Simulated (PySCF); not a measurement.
CH₇Cl₂NSi₂, SMILES [SiH3]CN[SiH](Cl)Cl.

Coordinates come from a B3LYP-D3(BJ)/def2-SVP optimisation. The structure was generated by enumeration, and PubChem lists no compound with its InChIKey, so it may never have been made. The values are those of a single conformer.

Computed with ωB97X/def2-TZVP run with PySCF.

The molecule is in vacuum.

```yaml
total_energy: -1596.62826 hartree
highest_occupied_level: -9.81 eV
lowest_empty_level: 2.03 eV
orbital_gap: 11.83 eV
dipole_moment: 1.97 D
quadrupole, principal values (traceless, Buckingham form, about the centre of nuclear charge): -5.62, 0.30, 5.32 D·Å
mean_static_polarisability: 93.1 bohr³ (13.80 Å³)
polarisability_principal_values: 77.3, 93.1, 109.0 bohr³
```
